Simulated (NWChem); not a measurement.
Molecule: AlH3Se2; SMILES [SeH][AlH][SeH]

```xyz
6

Al     0.0000     0.0000    -0.9246
H      0.0000     0.0000    -2.5042
Se    -2.0424     0.0000     0.1692
H     -1.4394     0.0000     1.5107
Se     2.0424     0.0000     0.1692
H      1.4394     0.0000     1.5107
```
Atoms are numbered in this order, from 1.

Program: NWChem. Geometry: optimised at PBE0/def2-SVP. Level B3LYP/def2-SVP: energy and gradient on several grids; changes count from the extra-fine grid, which is no exact limit either.

| grid | size of the energy change (μHa) | largest change of a gradient component (μHa/bohr) |
|---|---|---|
| xcoarse | 2000 | 9000 |
| coarse | 20 | 1000 |
| medium | < 10 | 200 |
| fine | < 10 | 30 |
| xfine | < 10 | < 30 |
